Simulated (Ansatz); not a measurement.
SnGe₆. Total charge 0; singlet. Geometry PBE-D4/def2-SVP.

```csv
atom,x (Å),y (Å),z (Å)
Sn1,0.548,2.545,1.269
Ge2,1.152,0.272,-0.567
Ge3,-1.374,0.912,0.397
Ge4,-0.583,-1.540,0.537
Ge5,0.432,-2.061,-1.696
Ge6,0.934,-0.123,2.020
Ge7,-1.110,-0.004,-1.960
```

In the def2 sets Sn takes a core potential; there is no spin–orbit coupling. LC-ωPBE has ω = 0.4 bohr⁻¹. Another isomer (singlet) lies 1.03 eV lower at PBE0-D4/def2-TZVP; other spin states weren't run for this one.

Task: Estimate the orbital energies around the gap (eV) in Ansatz with PBE-D4/def2-TZVP, r2SCAN-D4/def2-TZVP, PBE0-D4/def2-TZVP, LC-ωPBE/def2-TZVP.

Result: 
```json
{"orbital": "HOMO−9", "PBE-D4/def2-TZVP": "-10.48", "r2SCAN-D4/def2-TZVP": "-10.87", "PBE0-D4/def2-TZVP": "-11.77", "LC-ωPBE/def2-TZVP": "-14.78"}
{"orbital": "HOMO−8", "PBE-D4/def2-TZVP": "-9.89", "r2SCAN-D4/def2-TZVP": "-10.26", "PBE0-D4/def2-TZVP": "-11.12", "LC-ωPBE/def2-TZVP": "-14.02"}
{"orbital": "HOMO−7", "PBE-D4/def2-TZVP": "-8.69", "r2SCAN-D4/def2-TZVP": "-8.97", "PBE0-D4/def2-TZVP": "-9.70", "LC-ωPBE/def2-TZVP": "-12.27"}
{"orbital": "HOMO−6", "PBE-D4/def2-TZVP": "-6.58", "r2SCAN-D4/def2-TZVP": "-6.88", "PBE0-D4/def2-TZVP": "-7.40", "LC-ωPBE/def2-TZVP": "-9.67"}
{"orbital": "HOMO−5", "PBE-D4/def2-TZVP": "-6.48", "r2SCAN-D4/def2-TZVP": "-6.81", "PBE0-D4/def2-TZVP": "-7.36", "LC-ωPBE/def2-TZVP": "-9.37"}
{"orbital": "HOMO−4", "PBE-D4/def2-TZVP": "-6.11", "r2SCAN-D4/def2-TZVP": "-6.41", "PBE0-D4/def2-TZVP": "-6.91", "LC-ωPBE/def2-TZVP": "-8.97"}
{"orbital": "HOMO−3", "PBE-D4/def2-TZVP": "-6.02", "r2SCAN-D4/def2-TZVP": "-6.31", "PBE0-D4/def2-TZVP": "-6.82", "LC-ωPBE/def2-TZVP": "-8.86"}
{"orbital": "HOMO−2", "PBE-D4/def2-TZVP": "-5.60", "r2SCAN-D4/def2-TZVP": "-5.87", "PBE0-D4/def2-TZVP": "-6.37", "LC-ωPBE/def2-TZVP": "-8.38"}
{"orbital": "HOMO−1", "PBE-D4/def2-TZVP": "-5.38", "r2SCAN-D4/def2-TZVP": "-5.63", "PBE0-D4/def2-TZVP": "-6.17", "LC-ωPBE/def2-TZVP": "-8.26"}
{"orbital": "HOMO", "PBE-D4/def2-TZVP": "-4.69", "r2SCAN-D4/def2-TZVP": "-4.91", "PBE0-D4/def2-TZVP": "-5.38", "LC-ωPBE/def2-TZVP": "-7.25"}
{"orbital": "LUMO", "PBE-D4/def2-TZVP": "-3.56", "r2SCAN-D4/def2-TZVP": "-3.61", "PBE0-D4/def2-TZVP": "-3.00", "LC-ωPBE/def2-TZVP": "-1.33"}
{"orbital": "LUMO+1", "PBE-D4/def2-TZVP": "-3.16", "r2SCAN-D4/def2-TZVP": "-3.20", "PBE0-D4/def2-TZVP": "-2.61", "LC-ωPBE/def2-TZVP": "-0.95"}
{"orbital": "LUMO+2", "PBE-D4/def2-TZVP": "-3.05", "r2SCAN-D4/def2-TZVP": "-3.05", "PBE0-D4/def2-TZVP": "-2.49", "LC-ωPBE/def2-TZVP": "-0.84"}
{"orbital": "LUMO+3", "PBE-D4/def2-TZVP": "-2.68", "r2SCAN-D4/def2-TZVP": "-2.71", "PBE0-D4/def2-TZVP": "-2.13", "LC-ωPBE/def2-TZVP": "-0.47"}
{"orbital": "LUMO+4", "PBE-D4/def2-TZVP": "-1.72", "r2SCAN-D4/def2-TZVP": "-1.58", "PBE0-D4/def2-TZVP": "-1.08", "LC-ωPBE/def2-TZVP": "0.70"}
{"orbital": "LUMO+5", "PBE-D4/def2-TZVP": "-1.31", "r2SCAN-D4/def2-TZVP": "-1.16", "PBE0-D4/def2-TZVP": "-0.64", "LC-ωPBE/def2-TZVP": "1.21"}
```
